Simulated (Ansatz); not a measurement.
Geometry optimisation, RKS PBE0/def2-SVP in Ansatz 0.2.0.

Input:

```yaml
crystal:
  periodic: [false, false, false]
  atoms:
    - { symbol: Al, position_ang: [-0.015937, -0.38244, -0.122618] }
    - { symbol: H, position_ang: [0.088469, -0.351748, 1.445437] }
    - { symbol: O, position_ang: [1.364795, -0.513754, -1.093391] }
    - { symbol: H, position_ang: [2.275111, -0.562209, -0.802891] }
    - { symbol: O, position_ang: [-1.509533, -0.460267, -0.914298] }
    - { symbol: H, position_ang: [-2.379439, -0.337051, -0.535924] }
    - { symbol: F, position_ang: [0.024134, 2.215845, 1.122069] }
    - { symbol: H, position_ang: [0.079599, 1.491224, 1.697214] }
basis:
  gaussian: { orbitals: def2-SVP }
hamiltonian:
  xc: pbe0
relax:
  f_tol: 0.03
  max_steps: 50
```

Run as:

```bash
$ ansatz run input.yaml --threads 1 --pin off --max-ram 2048MiB --backend cpu --events-out ev --progress --plain --runs-dir out
```

Problem. Where does it end, and by what steps?

Solution. The forces met the threshold. The force dipped under the threshold on the way, but the program's further checks kept it going. After 7 steps the energy has fallen by 0.252 eV; F7 moved furthest, 0.60 Å. Joined: Al1–F7.

```csv
step,energy less start (eV),largest force component (eV/Å),accepted
0,0.0000,0.340,yes
1,-0.0633,0.549,yes
2,-0.1583,0.961,yes
3,-0.2474,0.155,yes
4,-0.2499,0.106,yes
5,-0.2508,0.165,yes
6,-0.2522,0.019,yes
7,-0.2523,0.020,yes
```

```xyz
8
Properties=species:S:1:pos:R:3
Al -0.023 -0.148 -0.037
H 0.060 -0.382 1.576
O 1.363 -0.342 -0.998
H 2.263 -0.472 -0.702
O -1.514 -0.272 -0.840
H -2.384 -0.334 -0.449
F 0.064 1.774 0.715
H 0.099 1.275 1.531
```

Time of the run: 16 s on 1 thread of AMD EPYC 9B14 (Zen 4) (shared host), peak memory 0.16 GiB.
